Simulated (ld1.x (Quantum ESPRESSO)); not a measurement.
u(r) = r·R(r): atom against pseudo-atom (iodine (I))

Columns: radius, all-electron u(r) and pseudo u(r) of the 5s shell (level -26.25 eV) of iodine in the configuration [Kr] 4d10 5s2 5p4; PBE, scalar-relativistic, TM semilocal scheme, ld1.x (Quantum ESPRESSO) 7.5.

```json
{"r (bohr)": "0.098", "all-electron": "-0.1578", "pseudo": "0.0176"}
{"r (bohr)": "0.195", "all-electron": "0.2413", "pseudo": "0.0363"}
{"r (bohr)": "0.292", "all-electron": "0.2031", "pseudo": "0.0576"}
{"r (bohr)": "0.390", "all-electron": "-0.1045", "pseudo": "0.0832"}
{"r (bohr)": "0.488", "all-electron": "-0.3524", "pseudo": "0.1146"}
{"r (bohr)": "0.585", "all-electron": "-0.4322", "pseudo": "0.1532"}
{"r (bohr)": "0.682", "all-electron": "-0.3657", "pseudo": "0.2010"}
{"r (bohr)": "0.780", "all-electron": "-0.2061", "pseudo": "0.2601"}
{"r (bohr)": "0.878", "all-electron": "-0.0070", "pseudo": "0.3305"}
{"r (bohr)": "0.975", "all-electron": "0.1924", "pseudo": "0.4101"}
{"r (bohr)": "1.072", "all-electron": "0.3728", "pseudo": "0.4966"}
{"r (bohr)": "1.170", "all-electron": "0.5256", "pseudo": "0.5855"}
{"r (bohr)": "1.268", "all-electron": "0.6453", "pseudo": "0.6689"}
{"r (bohr)": "1.365", "all-electron": "0.7324", "pseudo": "0.7394"}
{"r (bohr)": "1.463", "all-electron": "0.7919", "pseudo": "0.7930"}
{"r (bohr)": "1.560", "all-electron": "0.8263", "pseudo": "0.8263"}
{"r (bohr)": "1.658", "all-electron": "0.8407", "pseudo": "0.8407"}
{"r (bohr)": "1.755", "all-electron": "0.8384", "pseudo": "0.8384"}
{"r (bohr)": "1.852", "all-electron": "0.8232", "pseudo": "0.8232"}
{"r (bohr)": "1.950", "all-electron": "0.7978", "pseudo": "0.7978"}
{"r (bohr)": "2.047", "all-electron": "0.7653", "pseudo": "0.7653"}
{"r (bohr)": "2.145", "all-electron": "0.7273", "pseudo": "0.7273"}
{"r (bohr)": "2.242", "all-electron": "0.6863", "pseudo": "0.6863"}
{"r (bohr)": "2.340", "all-electron": "0.6430", "pseudo": "0.6430"}
{"r (bohr)": "2.438", "all-electron": "0.5991", "pseudo": "0.5991"}
{"r (bohr)": "2.535", "all-electron": "0.5558", "pseudo": "0.5558"}
```

Question: How many radial nodes do the two functions have?

Answer: The all-electron 5s function has n − l − 1 = 4 (the table is too coarse to show those close to the nucleus); the pseudo-wave has 0, since the states of the same l below it are removed with the core.

Question: At about which radius was the pseudo-wave matched?

Answer: 1.85 bohr. The columns agree to 0.0005 from 1.56 bohr on; several derivatives are matched, so the curves merge somewhat inside the radius.

Question: Is the pseudo-wave norm-conserving?

Answer: Yes: the TM semilocal scheme keeps the norm inside the radius equal to the all-electron one, which fixes the energy derivative of the logarithmic derivative at the level.
